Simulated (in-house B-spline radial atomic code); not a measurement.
A run on neutral boron (an excited or competing configuration) that did not converge. Method: non-relativistic wB97X, spin-polarised, spherical fractional occupations, point nucleus; computed with an all-electron radial atomic-structure program (B-spline basis).

Command:
```bash
python run_scf.py task.json out
```
Settings:
```
Z                5
configuration    [He] 2s1 2p1 3d1
hamiltonian      nr
method           wb97x
spin_polarised   True
```

First and last ten iterations of the last attempt (damped for 15 steps, keeping 80 % of the old Fock matrix, then DIIS):
```
 iter        energy (Eh)    residual
    1         -23.509309    1.01e-01
    2         -24.065098    2.09e-02
    3         -24.093716    1.85e-02
    4         -24.106896    1.58e-02
    5         -24.112073    1.32e-02
    6         -24.114287    1.10e-02
    7         -24.115627    9.11e-03
    8         -24.116599    7.56e-03
    9         -24.117431    6.27e-03
   10         -24.118064    5.34e-03
  111         -24.119731    1.23e-04
  112         -24.119730    1.50e-04
  113         -24.119730    1.39e-04
  114         -24.119731    1.33e-04
  115         -24.119731    1.33e-04
  116         -24.119731    1.27e-04
  117         -24.119731    1.19e-04
  118         -24.119731    1.27e-04
  119         -24.119731    1.15e-04
  120         -24.119734    1.05e-04
 not converged after 120 iterations
```

The smallest residual met was 1.0e-04; the threshold is about 1e-07. Over the last five steps the energy moves by less than 6e-06 hartree, but the orbitals didn't meet the threshold. Time taken, with all properties: 11 s on 1 thread of Arm Neoverse N1 (shared host).
